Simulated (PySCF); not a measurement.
C2H6Al, multiplicity 2. Atoms are numbered in the order given.

```xyz
9

Al     0.0000     0.0000     0.6456
C      1.6862     0.0000    -0.3895
H      1.7135    -0.8813    -1.0401
H      2.5895     0.0000     0.2208
H      1.7135     0.8813    -1.0401
C     -1.6862     0.0000    -0.3895
H     -1.7135    -0.8813    -1.0401
H     -1.7135     0.8813    -1.0401
H     -2.5895     0.0000     0.2208
```
Charge 0, spin multiplicity 2.

The structure is a stationary point at B3LYP-D3(BJ)/def2-TZVP. The spin state was assumed, not searched. The isomer is the one that the SMILES or the coordinates give; other isomers of the formula were not compared.

Level of theory: ωB97X/def2-TZVPD run with PySCF.

Mulliken values depend strongly on the basis, most of all with diffuse functions as here. ESP charges are fitted to the potential on shells at 1.4 to 2.0 van der Waals radii. Atomic charges (e):

```csv
atom,ESP fit,meta-Löwdin,Mulliken spin
Al1,(withheld),0.55,0.73
C2,(withheld),-0.64,0.15
H3,(withheld),0.12,0.01
H4,(withheld),0.12,-0.03
H5,(withheld),0.12,0.01
C6,(withheld),-0.64,0.15
H7,(withheld),0.12,0.01
H8,(withheld),0.12,0.01
H9,(withheld),0.12,-0.03
```

**Question.** Some entries are withheld; supply them. (The exact figures need the calculation; the answer reports its results.)

**Answer.** 
- Al1, ESP fit: -0.01
- C2, ESP fit: 0.11
- H3, ESP fit: -0.02
- H4, ESP fit: -0.07
- H5, ESP fit: -0.02
- C6, ESP fit: 0.11
- H7, ESP fit: -0.02
- H8, ESP fit: -0.02
- H9, ESP fit: -0.07
